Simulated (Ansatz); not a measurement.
`[OH][GeH2][NH][SiH3]` and `[NH2][GeH2][OH]` differ in one atom or group.

Ansatz, PBE0-D4/def2-TZVP geometries, multiplicity 1. Each molecule was computed in one conformer, which needn't be the lowest.

Scalar relativity is left out up to krypton.

```json
{"property": "LUMO energy (PBE/def2-TZVPP) / eV", "`[OH][GeH2][NH][SiH3]`": "-0.75"}
{"property": "HOMO–LUMO gap (PBE0/def2-TZVPP) / eV", "`[OH][GeH2][NH][SiH3]`": "7.65"}
{"property": "HOMO–LUMO gap (ωB97M-V/def2-TZVPP) / eV", "`[OH][GeH2][NH][SiH3]`": "11.54"}
{"property": "size of the dipole moment (PBE/def2-TZVPP) / D", "`[OH][GeH2][NH][SiH3]`": "0.64"}
{"property": "LUMO energy (ωB97M-V/def2-TZVPP) / eV", "`[OH][GeH2][NH][SiH3]`": "1.67"}
{"property": "HOMO energy (PBE0/def2-TZVPP) / eV", "`[OH][GeH2][NH][SiH3]`": "-7.57"}
```

Question: What does the change do to each property? (An estimate is asked.)

Answer: Ansatz gave: 
```csv
property,`[NH2][GeH2][OH]`,shift
LUMO energy (PBE/def2-TZVPP) / eV,-0.22,0.53
HOMO–LUMO gap (PBE0/def2-TZVPP) / eV,8.08,0.43
HOMO–LUMO gap (ωB97M-V/def2-TZVPP) / eV,12.06,0.52
size of the dipole moment (PBE/def2-TZVPP) / D,2.02,1.38
LUMO energy (ωB97M-V/def2-TZVPP) / eV,2.23,0.56
HOMO energy (PBE0/def2-TZVPP) / eV,-7.46,0.11
```

With PBE0 the HOMO rises by 0.11 eV and the LUMO rises by 0.54 eV, so the gap widens by about 0.43 eV. PBE moves the HOMO by 0.19 eV and ωB97M-V by 0.05 eV. Dipoles are sizes alone; their direction can turn.
